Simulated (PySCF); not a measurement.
Input for PySCF:
```python
from pyscf import gto, scf, dft

mol = gto.M(
    atom='''
Si   -1.40329534   -0.53462063    0.03897477
As    0.72861432    0.32423351   -0.02335434
H    -1.67313328   -1.31833068    1.25215617
H    -2.36838393    0.56910308    0.00592110
H    -1.70511391   -1.41474898   -1.09857261
H     1.34849332   -1.05104054    0.06554169
''',
    basis='6-31g*',
    spin=1,
    verbose=4,
)

mf = dft.UKS(mol)
mf.xc = 'scan'
mf.kernel()
```

**Question.** What does this run give for the nuclear repulsion energy, Mulliken (on the basis functions themselves) charges in atom order, dipole moment, total energy?

**Answer.** 
```yaml
nuclear_repulsion_energy: 153.4049 Eh
Mulliken (on the basis functions themselves) charges in atom order: Si1 0.19, As2 -0.11, H3 -0.04, H4 -0.05, H5 -0.04, H6 0.05
dipole_moment: 0.56 D
total_energy: -2527.6356 Eh
```

These values belong to the state on which the SCF converged, which isn't shown to be the lowest.

**Question.** Roughly what does it cost on one core?

**Answer.** around 14 core-seconds (rough).
